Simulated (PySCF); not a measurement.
Spinor energies of Cd (cadmium, neutral)

Start: [Kr] 4d10 5s1 5d1; 5s1/2 filled at m_j = +1/2; 5d5/2 filled at m_j = +5/2. Calculated with PySCF 2.14 in x2c-SVPall-2c with one added diffuse shell each of s, p, d type (7s10p7d1f, 79 functions): generalised Hartree-Fock with the X2C-1e Hamiltonian and a Gaussian nucleus; one run each with spin-orbit coupling (SO) switched off, then screened by Boettger's factors. This is a chosen level, not necessarily the ground level.

| spinor shell | electrons | ε, spin-free (eV) | ε, screened SO (eV) | weight of nominal j (screened SO) | rms radius, screened SO (bohr) |
| --- | --- | --- | --- | --- | --- |
| 1s1/2 | 2 | -26845.2 | -26843.2 | 1.000 | 0.0349 |
| 2s1/2 | 2 | -4075.9 | -4075.3 | 1.000 | 0.142 |
| 2p1/2 | 2 | -3651.5 | -3785.0 | 1.000 | 0.124 |
| 2p3/2 | 4 | -3651.5 | -3590.1 | 1.000 | 0.128 |
| 3s1/2 | 2 | -800.99 | -800.86 | 1.000 | 0.381 |
| 3p1/2 | 2 | -658.08 | -682.70 | 1.000 | 0.376 |
| 3p3/2 | 4 | -658.08 | -646.69 | 1.000 | 0.387 |
| 3d3/2 | 4 | -434.87 | -439.10 | 1.000 | 0.362 |
| 3d5/2 | 6 | -434.87 | -431.94 | 1.000 | 0.365 |
| 4s1/2 | 2 | -133.31 | -133.30 | 1.000 | 0.942 |
| 4p1/2 | 2 | -89.081 | -93.314 | 1.000 | 1.01 |
| 4d3/2 | 4 | -23.948 | -24.443 | 0.992 | 1.37 |
| 4d5/2 | 6 | -23.948 | -23.624 | 0.995 | 1.38 |
| 5s1/2 | 1 | -11.453 | -11.458 | 1.000 | 3.03 |
| 5d5/2 | 1 | -1.070 | -1.067 | 1.000 | 7.05 |

Problem. Where does 4p3/2 lie, and what is the 4p spin-orbit splitting (screened SO)?

Solution. At -87.138 eV, 6.176 eV above 4p1/2.

| quantity | spin-free | screened SO |
| --- | --- | --- |
| E (hartree) | -5590.03231 | -5591.12496 |
| M_J | 3 | 3 |
| ⟨J²⟩ | 12.001 | 12.001 |
| ⟨L²⟩ | 6.000 | 6.016 |
| ⟨S²⟩ | 2.001 | 2.017 |

Breit and QED terms are absent; they matter most for the inner s and p1/2 levels.

Densities and radii are taken from the X2C orbitals without a picture-change correction, which distorts them close to the nucleus.

Without spin-orbit coupling the j labels of p, d and f shells carry no meaning; the spin-free column gives the mean over the occupied spinors of each nl shell.
